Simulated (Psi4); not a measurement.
C3H7O (SMILES [CH2-]OCC), charge -1, singlet, at a GFN2-xTB geometry (a gas-phase anion, which may not be bound at this level); CCSD(T)/STO-3G run with Psi4.

The Psi4 input:
```
memory 2 GB

molecule mol {
-1 1
  O     0.036114   -0.775937    0.000887
  C     0.026061    0.600664   -0.000468
  C     1.381985   -1.384159    0.006902
  C    -1.406966    1.147588   -0.006777
  H     0.560203    1.006965    0.891887
  H     0.567395    1.005265   -0.889256
  H     1.929303   -0.905866   -0.880265
  H     1.922124   -0.904169    0.897544
  H    -1.931208    0.789925   -0.890913
  H    -1.938334    0.791610    0.873778
  H    -1.404874    2.239205   -0.007811
}

set basis sto-3g
set reference rhf
set puream true

energy('ccsd(t)')
print_variables()
```

### Question
Write the output that Psi4 gives for this input, abridged.

### Answer

```
   => Loading Basis Set <=

    Name: STO-3G
    Role: ORBITAL
    Keyword: BASIS

         ---------------------------------------------------------
                                   SCF
               by Justin Turney, Rob Parrish, Andy Simmonett
                          and Daniel G. A. Smith
                              RHF Reference
         ---------------------------------------------------------

  ==> Geometry <==

    Molecular point group: c1
    Full point group: C1

    Geometry (in Angstrom), charge = -1, multiplicity = 1:

       Center              X                  Y                   Z               Mass
    ------------   -----------------  -----------------  -----------------  -----------------
         O            0.031153806251    -0.708408864296     0.000802391894    15.994914619570
         C            0.021100806251     0.668192135704    -0.000552608106    12.000000000000
         C            1.377024806251    -1.316630864296     0.006817391894    12.000000000000
         C           -1.411926193749     1.215116135704    -0.006861608106    12.000000000000
         H            0.555242806251     1.074493135704     0.891802391894     1.007825032230
         H            0.562434806251     1.072793135704    -0.889340608106     1.007825032230
         H            1.924342806251    -0.838337864296    -0.880349608106     1.007825032230
         H            1.917163806251    -0.836640864296     0.897459391894     1.007825032230
         H           -1.936168193749     0.857453135704    -0.890997608106     1.007825032230
         H           -1.943294193749     0.859138135704     0.873693391894     1.007825032230
         H           -1.409834193749     2.306733135704    -0.007895608106     1.007825032230

  Running in c1 symmetry.

  Rotational constants: A =      0.99291  B =      0.14120  C =      0.13290 [cm^-1]
  Rotational constants: A =  29766.65042  B =   4233.18095  C =   3984.32245 [MHz]
  Nuclear repulsion =  124.380366489478462

  Charge       = -1
  Multiplicity = 1
  Electrons    = 34
  Nalpha       = 17
  Nbeta        = 17

  ==> Algorithm <==

  SCF Algorithm Type is PK.
  DIIS enabled.
  MOM disabled.
  Fractional occupation disabled.
  Guess Type is SAD.
  Energy threshold   = 1.00e-08
  Density threshold  = 1.00e-08
  Integral threshold = 1.00e-12

  ==> Primary Basis <==

  Basis Set: STO-3G
    Blend: STO-3G
    Number of shells: 19
    Number of basis functions: 27
    Number of Cartesian functions: 27
    Spherical Harmonics?: true
    Max angular momentum: 1

  ==> Integral Setup <==

  Using in-core PK algorithm.
   Calculation information:
      Number of atoms:                  11
      Number of AO shells:              19
      Number of primitives:             57
      Number of atomic orbitals:        27
      Number of basis functions:        27

      Integral cutoff                 1.00e-12
      Number of threads:                 1

  Performing in-core PK
  Using 143262 doubles for integral storage.
  We computed 17530 shell quartets total.
  Whereas there are 18145 unique shell quartets.

  ==> DiskJK: Disk-Based J/K Matrices <==

    J tasked:                  Yes
    K tasked:                  Yes
    wK tasked:                  No
    Schwarz Cutoff:          1E-12

  Minimum eigenvalue in the overlap matrix is 2.1202895614E-01.
  Reciprocal condition number of the overlap matrix is 8.7344546961E-02.
    Using symmetric orthogonalization.

  ==> Pre-Iterations <==

  SCF Guess: Superposition of Atomic Densities via on-the-fly atomic UHF (no occupation information).

   -------------------------
    Irrep   Nso     Nmo
   -------------------------
     A         27      27
   -------------------------
    Total      27      27
   -------------------------

  ==> Iterations <==

                        Total Energy        Delta E     RMS |[F,P]|

   @RHF iter SAD:  -186.47888009324694   -1.86479e+02   0.00000e+00
   @RHF iter   1:  -189.78157173364070   -3.30269e+00   1.14682e-02 ADIIS/DIIS
   @RHF iter   2:  -189.85460841387285   -7.30367e-02   2.86917e-03 ADIIS/DIIS
   @RHF iter   3:  -189.85904617601588   -4.43776e-03   8.28320e-04 ADIIS/DIIS
   @RHF iter   4:  -189.85965764673281   -6.11471e-04   1.98841e-04 ADIIS/DIIS
   @RHF iter   5:  -189.85969988675265   -4.22400e-05   4.96908e-05 DIIS
   @RHF iter   6:  -189.85970289029351   -3.00354e-06   8.01184e-06 DIIS
   @RHF iter   7:  -189.85970297192426   -8.16308e-08   2.65367e-06 DIIS
   @RHF iter   8:  -189.85970298185845   -9.93418e-09   4.46321e-07 DIIS
   @RHF iter   9:  -189.85970298209952   -2.41073e-10   8.81671e-08 DIIS
   @RHF iter  10:  -189.85970298210816   -8.64020e-12   2.10589e-08 DIIS
   @RHF iter  11:  -189.85970298210864   -4.83169e-13   4.37462e-09 DIIS
  Energy and wave function converged.

  ==> Post-Iterations <==

    Orbital Energies [Eh]
    ---------------------

    Doubly Occupied:

[...]
    Virtual:

[...]
      27A      1.087573

    Final Occupation by Irrep:
              A
    DOCC [    17 ]
    NA   [    17 ]
    NB   [    17 ]

  @RHF Final Energy:  -189.85970298210864

   => Energetics <=

    Nuclear Repulsion Energy =            124.3803664894784617
    One-Electron Energy =                -514.8003893395043633
    Two-Electron Energy =                 200.5603198679172863
    Total Energy =                       -189.8597029821086437

Computation Completed

Properties will be evaluated at   0.000000,   0.000000,   0.000000 [a0]

Properties computed using the SCF density matrix

 Multipole Moments:

 ------------------------------------------------------------------------------------
     Multipole            Electronic (a.u.)      Nuclear  (a.u.)        Total (a.u.)
 ------------------------------------------------------------------------------------

 L = 1.  Multiply by 2.5417464519 to convert [e a0] to [Debye]
 Dipole X            :         -1.4701625           -0.3093206           -1.7794831
[...]
	SCF energy                   =   -189.85970298210864
	One-electron energy          =   -514.80038940983218
	Two-electron energy          =    200.56031993824499
	Reference energy             =   -189.85970298210870

            **************************
            *                        *
            *        CCENERGY        *
            *                        *
            **************************

    Nuclear Rep. energy (wfn)     =  124.380366489478462
    SCF energy          (wfn)     = -189.859702982108644
    Reference energy    (file100) = -189.859702982108701

    Input parameters:
    -----------------
    Wave function   =     CCSD_T
    Reference wfn   =     RHF
    Brueckner       =     No
    Maxiter         =     50
    R_Convergence   =     1.0e-07
    E_Convergence   =     1.0e-06
    Restart         =     Yes
    DIIS            =     Yes
    AO Basis        =     NONE
    ABCD            =     NEW
    Cache Level     =     2
    Cache Type      =     LOW
    Print Level     =     1
    Num. of threads =     1
    # Amps to Print =     10
    Print MP2 Amps? =     No
    Analyze T2 Amps =     No
    Print Pair Ener =     No
    Local CC        =     No
    SCS-MP2         =     False
    SCSN-MP2        =     False
    SCS-CCSD        =     False

MP2 correlation energy -0.1797911433302639
                Solving CC Amplitude Equations
                ------------------------------
  Iter             Energy              RMS        T1Diag      D1Diag    New D1Diag    D2Diag
  ----     ---------------------    ---------   ----------  ----------  ----------   --------
     0        -0.179791143330264    0.000e+00    0.000000    0.000000    0.000000    0.092188
     1        -0.218792231573885    7.333e-02    0.004379    0.017616    0.017616    0.111591
     2        -0.237018639520448    2.625e-02    0.005940    0.022299    0.022299    0.122103
     3        -0.238389665462452    5.979e-03    0.006546    0.024508    0.024508    0.123317
     4        -0.238655966299659    2.382e-03    0.006807    0.025143    0.025143    0.123899
     5        -0.238671303531660    7.568e-04    0.006884    0.025687    0.025687    0.124023
     6        -0.238664470269113    3.182e-04    0.006915    0.025916    0.025916    0.124057
     7        -0.238660024902890    1.258e-04    0.006927    0.026019    0.026019    0.124067
     8        -0.238659454579462    4.831e-05    0.006930    0.026054    0.026054    0.124071
     9        -0.238659736976115    1.281e-05    0.006930    0.026059    0.026059    0.124072
    10        -0.238659731422473    4.846e-06    0.006930    0.026060    0.026060    0.124072
    11        -0.238659741348856    1.980e-06    0.006930    0.026060    0.026060    0.124072
    12        -0.238659716231706    4.725e-07    0.006930    0.026060    0.026060    0.124072
    13        -0.238659722760265    1.427e-07    0.006930    0.026060    0.026060    0.124072
    14        -0.238659726399001    5.530e-08    0.006930    0.026060    0.026060    0.124072

    Iterations converged.

    Largest TIA Amplitudes:
             14   5         0.0149701458
             15   6        -0.0149519857
             15   1        -0.0141637423
             16   0         0.0129319054
             16   5         0.0112322372
             13   7        -0.0090200082
             16   9         0.0077591712
              7   5         0.0066440672
             16   2         0.0062997296
             14   8         0.0060792301

    Largest TIjAb Amplitudes:
     11  11   2   2        -0.0482977651
     13  13   7   7        -0.0472842679
     16  16   7   7        -0.0432489343
     12  12   9   9        -0.0359159199
      9   9   0   0        -0.0353847325
      8   8   1   1        -0.0351971916
     14  14   5   5        -0.0333934717
     10  10   1   1        -0.0331505575
      8  10   1   6        -0.0321669688
     10   8   6   1        -0.0321669688

    SCF energy       (wfn)                    = -189.859702982108644
    Reference energy (file100)                = -189.859702982108701

    Opposite-spin MP2 correlation energy      =   -0.159914553358828
    Same-spin MP2 correlation energy          =   -0.019876589971436
    Singles MP2 correlation energy            =   -0.000000000000000
    MP2 correlation energy                    =   -0.179791143330264
      * MP2 total energy                      = -190.039494125438978

    Opposite-spin CCSD correlation energy     =   -0.220567535133126
    Same-spin CCSD correlation energy         =   -0.018092191265875
    Singles CCSD correlation energy           =    0.000000000000000
    CCSD correlation energy                   =   -0.238659726399001
      * CCSD total energy                     = -190.098362708507693

            **************************
            *                        *
            *        CCTRIPLES       *
            *                        *
            **************************

    Wave function   =    CCSD_T
    Reference wfn   =      RHF

    Nuclear Rep. energy (wfn)                =  124.380366489478462
    SCF energy          (wfn)                = -189.859702982108644
    Reference energy    (file100)            = -189.859702982108701
    CCSD energy         (file100)            =   -0.238659726399001
    Total CCSD energy   (file100)            = -190.098362708507693

    Number of ijk index combinations:              969
    Approx. words needed per explicit thread:            4000
    Number of threads for explicit ijk threading:    1

    MKL num_threads set to 1 for explicit threading.

    (T) energy                                =   -0.002569262825564
      * CCSD(T) total energy                  = -190.100931971333267

  Variable Map:
  ----------------------------------------------------------------------------
[...]
  Array Variable Map:
  ----------------------------------------------------------------------------
[...]
[...]
```
